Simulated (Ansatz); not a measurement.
N₂O, charge -1, doublet, geometry from GFN2-xTB (a state made from the parent by changing its charge; the spin is typed, not shown lowest) (a gas-phase anion, which may not be bound at this level); WB97X/def2-SVPD in Ansatz (a first-principles code).

The Ansatz input:
Ansatz 0.2 input:
```yaml
crystal:
  periodic: [false, false, false]
  atoms:
    - {symbol: N, position_ang: [-1.18045782, 0.14965017, -0.08020367]}
    - {symbol: N, position_ang: [-0.08895395, -0.30612606, 0.07825784]}
    - {symbol: O, position_ang: [1.11073531, 0.13691641, 0.00170260]}
basis:
  gaussian:
    orbitals: def2-SVPD
hamiltonian:
  xc: {name: wB97X}
total_charge: -1
magnetization: {spin_polarized: true, initial_magnetization: 1}
accuracy: high
```

The log (banner, timings and long lists left out):

```
Functional definition: wB97X
1244 factors; integrals over basis functions are off by at most 3.3e-9 eV
274 factors; integrals over basis functions are off by at most 2.4e-9 eV
mean field evaluation 1: about -5016.0742 eV, gradient 3.1e1 eV
mean field evaluation 2: about -5013.5071 eV, gradient 4.3e1 eV
mean field evaluation 4: about -5019.6955 eV, gradient 3.3e0 eV
mean field evaluation 8: about -5019.8411 eV, gradient 3.3e-1 eV
mean field evaluation 16: about -5019.8473 eV, gradient 4.8e-3 eV
mean field evaluation 32: about -5019.8473 eV, gradient 1.3e-7 eV
mean field -5019.84726177 eV, -184.4759842955 hartree, gradient 6.2e-8 eV, S^2 0.756427; 0 other end points of the search recorded, 0 dependent functions left out
reference -5019.84725949 eV, -184.4759842114 hartree; 12, 11 occupied and 51, 52 virtual orbitals, 1244 factors
Total energy: -5019.84725949 eV, -184.4759842114 hartree
```
